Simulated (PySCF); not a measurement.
**Magnetic susceptibility: `C#Cc1ccpc(Br)c1`, C7H4BrP**

Molfile (atoms numbered from 1):
```
C7H4BrP
     RDKit          3D

 13 13  0  0  0  0  0  0  0  0999 V2000
   -2.7126   -1.5069    0.1927 C   0  0  0  0  0  0  0  0  0  0  0  0
   -1.6775   -0.9034    0.1110 C   0  0  0  0  0  0  0  0  0  0  0  0
   -0.4563   -0.1957    0.0167 C   0  0  0  0  0  0  0  0  0  0  0  0
   -0.4782    1.1652   -0.3002 C   0  0  0  0  0  0  0  0  0  0  0  0
    0.6559    1.9341   -0.4126 C   0  0  0  0  0  0  0  0  0  0  0  0
    2.2921    1.3958   -0.1947 P   0  0  0  0  0  0  0  0  0  0  0  0
    1.9656   -0.2783    0.1756 C   0  0  0  0  0  0  0  0  0  0  0  0
    3.5165   -1.3589    0.5164 Br  0  0  0  0  0  0  0  0  0  0  0  0
    0.7348   -0.8870    0.2470 C   0  0  0  0  0  0  0  0  0  0  0  0
   -3.6174   -2.0333    0.2641 H   0  0  0  0  0  0  0  0  0  0  0  0
   -1.4436    1.6268   -0.4635 H   0  0  0  0  0  0  0  0  0  0  0  0
    0.5392    2.9818   -0.6606 H   0  0  0  0  0  0  0  0  0  0  0  0
    0.6771   -1.9397    0.4902 H   0  0  0  0  0  0  0  0  0  0  0  0
  1  2  3  0
  2  3  1  0
  3  4  2  0
  4  5  1  0
  5  6  2  0
  6  7  1  0
  7  8  1  0
  7  9  2  0
  9  3  1  0
  1 10  1  0
  4 11  1  0
  5 12  1  0
  9 13  1  0
M  END
```

Method: GIAO B3LYP/pcSseg-1 magnetisability, rotational g tensor and spin-rotation constants, non-relativistic, gas phase in PySCF. Geometry: GFN2-xTB.

The calculation is non-relativistic, which matters for the atoms heavier than Zn.

(1) What are the magnetisability and the molar susceptibility?

(2) Split it along the inertial axes a, b, c into diamagnetic and paramagnetic parts about the centre of mass, with the quadrupole moment.

(3) And the rotational g tensor?

## Answers

(1) Isotropic -1649 × 10⁻³⁰ J/T², or -99.3 × 10⁻⁶ cm³/mol; principal values -2237, -1402, -1309 × 10⁻³⁰ J/T², anisotropy 885 × 10⁻³⁰ J/T² (root of half the summed squared differences of the principal values). The susceptibility is in cgs units.

(2) 
| axis | χ (10⁻⁶ cm³/mol) | diamagnetic (10⁻⁶ cm³/mol) | paramagnetic (10⁻⁶ cm³/mol) | summed x² of all electrons (Å²) | quadrupole Θ (D Å) |
| --- | --- | --- | --- | --- | --- |
| a | -84.4 | -804.9 | 720.4 | 435.5 | +5.56 |
| b | -78.9 | -1913.9 | 1835.0 | 174.1 | +4.04 |
| c | -134.7 | -2586.2 | 2451.5 | 15.6 | -9.60 |

Anisotropies 2χaa − χbb − χcc = +44.8 and 2χbb − χaa − χcc = +61.4 × 10⁻⁶ cm³/mol. Θ is traceless in Buckingham's convention.

(3) 
```tsv
axis	rotational constant (GHz)	g	nuclear part	electronic part
a	1.6526	-0.0311	0.5282	-0.5594
b	0.5985	-0.0126	0.5034	-0.5160
c	0.4394	+0.0040	0.5100	-0.5060
```
Asymmetric top; isotopes 79Br, 12C, 1H, 31P; no vibrational averaging.
